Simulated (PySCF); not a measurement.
`[C]1(C=O)OC(=O)CCC1` [radical] (doublet state). Computed geometry: GFN2-xTB, gas phase. This method treats the open shell by occupation alone, without spin polarisation.

```
atom  x, y, z in Å
O1     3.2963   -0.3060   -0.3120
C2     2.4430    0.5510   -0.5014
C3     1.0571    0.3617   -0.2173
C4     0.5488   -0.9118    0.3544
C5    -0.9230   -1.0999    0.0014
C6    -1.6782    0.1635    0.4043
C7    -1.1021    1.3878   -0.2602
O8    -1.7294    2.3598   -0.5729
O9     0.2418    1.3858   -0.5070
H10    2.6935    1.5435   -0.9083
H11    0.6710   -0.8913    1.4450
H12    1.1798   -1.7241   -0.0130
H13   -1.0273   -1.2655   -1.0730
H14   -1.3337   -1.9671    0.5182
H15   -1.6098    0.3125    1.4867
H16   -2.7354    0.1088    0.1438
```

Question: What is the longest distance between nuclei?

Answer: O1···H16, 6.06 Å; the next longest distance is 5.71 Å.

Question: How far apart are these pairs, which share no bond: C3···H10, C5···H10, O8···H13, O8···H16?

Answer: C3···H10 2.134 Å (2 bonds apart); C5···H10 4.571 Å (4 bonds apart); O8···H13 3.726 Å (4 bonds apart); O8···H16 2.568 Å (3 bonds apart).

Question: Give the dihedral angles O9–C3–C4–H11, H13–C5–C6–C7, H14–C5–C6–H16, H15–C6–C7–O9, H13–C5–C6–H16, H16–C6–C7–O8.

Answer: O9–C3–C4–H11 -97° (anticlinal); H13–C5–C6–C7 -63° (synclinal); H14–C5–C6–H16 -61° (synclinal); H15–C6–C7–O9 89° (synclinal); H13–C5–C6–H16 58° (synclinal); H16–C6–C7–O8 25° (synperiplanar). Dihedral signs follow IUPAC: positive where, seen along the central bond, the front bond turns clockwise onto the rear one.

Question: What are the angles C2–C3–O9, C4–C3–O9, C5–C4–H11, C4–C5–H14, C6–C5–H14, C6–C5–H13, C6–C7–O8?

Answer: From the scalar product of the two bond vectors; for C2–C3–O9 it is -0.8538 Å² over 1.4273 × 1.3407 Å², cos θ = -0.4462. C2–C3–O9 116.5°; C4–C3–O9 122.0°; C5–C4–H11 109.9°; C4–C5–H14 110.6°; C6–C5–H14 110.3°; C6–C5–H13 109.8°; C6–C7–O8 125.0°.

Question: Where is the centre of mass (commonest isotopes), and what is the radius of gyration?

Answer: Mass 127.040 u; centre at (0.243, 0.445, -0.183) Å; Rg = √(Σ m r²/M) = 2.112 Å. As Ia + Ib + Ic = 2 Σ m r², the three principal moments sum to 1133.4 u·Å².

Whether it is a minimum is left open (no frequencies).

One conformer stands for the species.
